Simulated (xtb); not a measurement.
xtb job for C₅H₉F, SMILES C1CC1[C@H](C)F, GFN2-xTB. 

```
$ xtb mol.xyz --gfn 2 --ohess tight --chrg 0 --uhf 0 --json
$ cat mol.xyz
15

C      1.89820000     0.29560000     0.41290000
C      0.73230000    -0.59340000     0.31810000
F      1.11340000    -1.82770000    -0.12000000
C     -0.32130000    -0.06730000    -0.54190000
C     -1.79030000    -0.50750000    -0.38660000
C     -1.35140000     0.90040000    -0.09830000
H      2.70810000    -0.21340000     1.05820000
H      2.38770000     0.35640000    -0.57740000
H      1.69530000     1.24380000     0.79120000
H      0.30730000    -0.81960000     1.36120000
H     -0.00080000    -0.04390000    -1.58630000
H     -2.03570000    -1.17830000     0.43640000
H     -2.41940000    -0.68180000    -1.26500000
H     -1.31260000     1.23190000     0.96080000
H     -1.66470000     1.66810000    -0.79730000
```

Output:

```
[banner left out]
          |                Calculation Setup                |
           -------------------------------------------------



           -------------------------------------------------
          |                 G F N 2 - x T B                 |
           -------------------------------------------------

        Reference                      10.1021/acs.jctc.8b01176
      * Hamiltonian:
        H0-scaling (s, p, d)           1.850000    2.230000    2.230000
        zeta-weighting                 0.500000
      * Dispersion:
        s8                             2.700000
        a1                             0.520000
        a2                             5.000000
        s9                             5.000000
      * Repulsion:
        kExp                           1.500000    1.000000
        rExp                           1.000000
      * Coulomb:
        alpha                          2.000000
        third order                    shell-resolved
        anisotropic                    true
        a3                             3.000000
        a5                             4.000000
        cn-shift                       1.200000
        cn-exp                         4.000000
        max-rad                        5.000000


          ...................................................
          :                      SETUP                      :
          :.................................................:
          :  # basis functions                  33          :
          :  # atomic orbitals                  33          :
          :  # shells                           21          :
          :  # electrons                        36          :
          :  max. iterations                   250          :
          :  Hamiltonian                  GFN2-xTB          :
          :  restarted?                      false          :
          :  GBSA solvation                  false          :
[...]
     6   6 C        3.806    -0.069    21.812     6.649
     7   1 H        0.925     0.056     2.246     2.344
     8   1 H        0.925     0.055     2.259     2.350
     9   1 H        0.925     0.048     2.344     2.394
    10   1 H        0.923     0.042     2.425     2.435
    11   1 H        0.925     0.044     2.391     2.418
    12   1 H        0.926     0.041     2.435     2.440
    13   1 H        0.926     0.041     2.437     2.441
    14   1 H        0.926     0.035     2.514     2.480
    15   1 H        0.926     0.040     2.453     2.449

 Mol. C6AA /au·bohr⁶  :       1618.270415
 Mol. C8AA /au·bohr⁸  :      34523.556032
 Mol. α(0) /au        :         58.626444


Wiberg/Mayer (AO) data.
largest (>0.10) Wiberg bond orders for each atom

 ---------------------------------------------------------------------------
     #   Z sym  total        # sym  WBO       # sym  WBO       # sym  WBO
 ---------------------------------------------------------------------------
     1   6 C    3.993 --     2 C    1.004     8 H    0.985     9 H    0.984
                             7 H    0.984
     2   6 C    3.904 --     1 C    1.004     4 C    0.997    10 H    0.962
                             3 F    0.913
     3   9 F    0.987 --     2 C    0.913
     4   6 C    3.945 --     2 C    0.997     5 C    0.973     6 C    0.971
                            11 H    0.969
     5   6 C    3.946 --     6 C    0.987    13 H    0.981    12 H    0.980
                             4 C    0.973
     6   6 C    3.944 --     5 C    0.987    15 H    0.981    14 H    0.980
                             4 C    0.971
     7   1 H    0.997 --     1 C    0.984
     8   1 H    0.997 --     1 C    0.985
     9   1 H    0.998 --     1 C    0.984
    10   1 H    0.998 --     2 C    0.962
    11   1 H    0.998 --     4 C    0.969
    12   1 H    0.998 --     5 C    0.980
    13   1 H    0.998 --     5 C    0.981
    14   1 H    0.999 --     6 C    0.980
    15   1 H    0.998 --     6 C    0.981
 ---------------------------------------------------------------------------

Topologies differ in total number of bonds
Writing topology from bond orders to xtbtopo.mol

molecular dipole:
                 x           y           z       tot (Debye)
 q only:       -0.239       0.816       0.176
   full:       -0.267       0.902       0.226       2.460
molecular quadrupole (traceless):
                xx          xy          yy          xz          yz          zz
 q only:        1.782       3.095      -3.686       0.891      -0.600       1.904
  q+dip:        0.920       3.619      -5.656       1.119      -1.867       4.735
   full:        1.197       3.551      -5.076       1.100      -1.446       3.879

           -------------------------------------------------
          |                Geometry Summary                 |
           -------------------------------------------------

      molecular mass/u    :       88.1235494
   center of mass at/Å    :        0.1236502      -0.3989993      -0.0565009
  moments of inertia/u·Å² :        0.8239091E+02   0.1946899E+03   0.2520162E+03
rotational constants/cm⁻¹ :        0.2046055E+00   0.8658709E-01   0.6689107E-01

 * 14 selected distances

     #   Z          #   Z                                           value/Å
     1   6 C        2   6 C                                       1.5218416 (max)
     2   6 C        4   6 C                                       1.5081023
     4   6 C        5   6 C                                       1.4999084
     4   6 C        6   6 C                                       1.4989017
     5   6 C        6   6 C                                       1.4965355
     1   6 C        7   1 H                                       1.0869967
     1   6 C        8   1 H                                       1.0873835
     1   6 C        9   1 H                                       1.0859016
     2   6 C       10   1 H                                       1.0981454
     4   6 C       11   1 H                                       1.0831546
     5   6 C       12   1 H                                       1.0793041
     5   6 C       13   1 H                                       1.0787082 (min)
     6   6 C       14   1 H                                       1.0796206
     6   6 C       15   1 H                                       1.0789157

 * 2 distinct bonds (by element types)

   Z      Z             #   av. dist./Å        max./Å        min./Å
   1 H    6 C           9     1.0842367     1.0981454     1.0787082
   6 C    6 C           5     1.5050579     1.5218416     1.4965355
Molecule has no symmetry elements
It seems to be the C1 point group

           -------------------------------------------------
          |               Frequency Printout                |
           -------------------------------------------------
 projected vibrational frequencies (cm⁻¹)
eigval :       -0.00    -0.00    -0.00     0.00     0.00     0.00
eigval :       64.32   180.90   198.08   289.86   341.69   461.33
eigval :      491.29   787.16   832.24   861.59   907.79   982.95
eigval :     1001.01  1013.20  1073.08  1076.97  1087.02  1099.58
eigval :     1114.79  1152.65  1189.48  1244.78  1274.28  1292.18
eigval :     1396.13  1398.31  1440.14  1473.97  1487.84  1493.87
eigval :     2902.35  3044.31  3048.92  3054.42  3056.93  3090.16
eigval :     3094.21  3098.13  3114.83
 reduced masses (amu)
   1: 10.84   2: 13.44   3: 12.87   4: 12.00   5: 12.81   6:  9.22   7: 10.00   8:  3.73
   9:  7.48  10:  9.32  11: 11.22  12: 11.54  13: 10.28  14:  2.63  15:  5.32  16:  2.88
  17:  9.62  18:  4.65  19:  8.49  20:  7.54  21:  4.49  22:  5.32  23:  7.83  24:  2.87
  25:  7.87  26:  4.46  27:  7.10  28:  4.06  29:  4.65  30:  3.02  31:  3.52  32:  5.81
  33:  2.04  34:  1.56  35:  1.92  36:  6.11  37:  1.74  38:  1.91  39:  1.46  40:  1.82
  41:  1.78  42:  1.64  43:  1.64  44:  1.76  45:  2.11
 IR intensities (km·mol⁻¹)
   1:  1.64   2:  0.83   3:  0.57   4:  0.00   5:  0.22   6:  0.37   7:  1.18   8:  0.75
   9:  0.98  10:  1.08  11:  4.93  12:  6.13  13:  4.87  14:  0.70  15:  1.64  16:  1.19
  17: 30.31  18:  4.23  19: 16.29  20:  4.97  21:  0.54  22:  6.13  23: 52.92  24:  3.24
  25: 24.45  26:  0.09  27: 13.79  28:  3.34  29:  9.72  30: 11.15  31:  8.97  32:  6.25
  33:  0.17  34:  2.46  35:  4.10  36:  0.31  37: 42.02  38: 13.79  39: 16.11  40: 29.14
  41: 18.12  42: 21.29  43: 12.10  44: 18.09  45: 60.18
 Raman intensities (Ä⁴*amu⁻¹)
   1:  0.00   2:  0.00   3:  0.00   4:  0.00   5:  0.00   6:  0.00   7:  0.00   8:  0.00
   9:  0.00  10:  0.00  11:  0.00  12:  0.00  13:  0.00  14:  0.00  15:  0.00  16:  0.00
  17:  0.00  18:  0.00  19:  0.00  20:  0.00  21:  0.00  22:  0.00  23:  0.00  24:  0.00
  25:  0.00  26:  0.00  27:  0.00  28:  0.00  29:  0.00  30:  0.00  31:  0.00  32:  0.00
  33:  0.00  34:  0.00  35:  0.00  36:  0.00  37:  0.00  38:  0.00  39:  0.00  40:  0.00
  41:  0.00  42:  0.00  43:  0.00  44:  0.00  45:  0.00
 output can be read by thermo (or use thermo option).
 writing <g98.out> molden fake output.
 recommended (thermochemical) frequency scaling factor: 1.0
           -------------------------------------------------
          |             Thermodynamic Functions             |
           -------------------------------------------------

c1  symmetry found (for desy threshold:  0.10E+00) used in thermo

          ...................................................
          :                      SETUP                      :
          :.................................................:
          :  # frequencies                          39      :
          :  # imaginary freq.                       0      :
          :  linear?                             false      :
          :  only rotor calc.                    false      :
          :  symmetry                               c1      :
          :  rotational number                       1      :
          :  scaling factor                  1.0000000      :
          :  rotor cutoff                   50.0000000 cm⁻¹ :
          :  imag. cutoff                  -20.0000000 cm⁻¹ :
          :.................................................:

    mode    ω/cm⁻¹     T·S(HO)/kcal·mol⁻¹    T·S(FR)/kcal·mol⁻¹   T·S(vib)
   ------------------------------------------------------------------------
       1     64.32    -1.28804 ( 73.25%)    -0.98151 ( 26.75%)    -1.20604
       2    180.90    -0.69145 ( 99.42%)    -0.67546 (  0.58%)    -0.69136
       3    198.08    -0.64126 ( 99.60%)    -0.64858 (  0.40%)    -0.64129
       4    289.86    -0.43970 ( 99.91%)    -0.53584 (  0.09%)    -0.43978
   ------------------------------------------------------------------------

   temp. (K)  partition function   enthalpy   heat capacity  entropy
Note: The following floating-point exceptions are signalling: IEEE_UNDERFLOW_FLAG IEEE_DENORMAL
normal termination of xtb
                                   cal/mol     cal/K/mol   cal/K/mol   J/K/mol
 298.15  VIB   24.4                 2427.854     17.677     14.219
         ROT  0.154E+06              888.752      2.981     26.713
         INT  0.375E+07             3316.606     20.658     40.931
         TR   0.800E+27             1481.254      4.968     39.323
         TOT                        4797.8600    25.6262    80.2548   335.7859

       T/K    H(0)-H(T)+PV         H(T)/Eh          T*S/Eh         G(T)/Eh
   ------------------------------------------------------------------------
    298.15    0.764588E-02    0.135708E+00    0.381316E-01    0.975763E-01
   ------------------------------------------------------------------------

         :::::::::::::::::::::::::::::::::::::::::::::::::::::
         ::                  THERMODYNAMIC                  ::
         :::::::::::::::::::::::::::::::::::::::::::::::::::::
         :: total free energy         -19.909868308005 Eh   ::
         ::.................................................::
         :: total energy              -20.007444642929 Eh   ::
         :: zero point energy           0.128062087003 Eh   ::
         :: G(RRHO) w/o ZPVE           -0.030485752078 Eh   ::
         :: G(RRHO) contrib.            0.097576334925 Eh   ::
         :::::::::::::::::::::::::::::::::::::::::::::::::::::

optimized geometry written to: xtbopt.xyz


           -------------------------------------------------
          | TOTAL ENERGY              -20.007444642929 Eh   |
          | TOTAL ENTHALPY            -19.871736679298 Eh   |
          | TOTAL FREE ENERGY         -19.909868308005 Eh   |
          | GRADIENT NORM               0.000228408475 Eh/α |
          | HOMO-LUMO GAP               9.581233536818 eV   |
           -------------------------------------------------

------------------------------------------------------------------------
------------------------------------------------------------------------
 total:
 SCF:
 ANC optimizer:
 analytical hessian:
```

Self-consistency was reached.
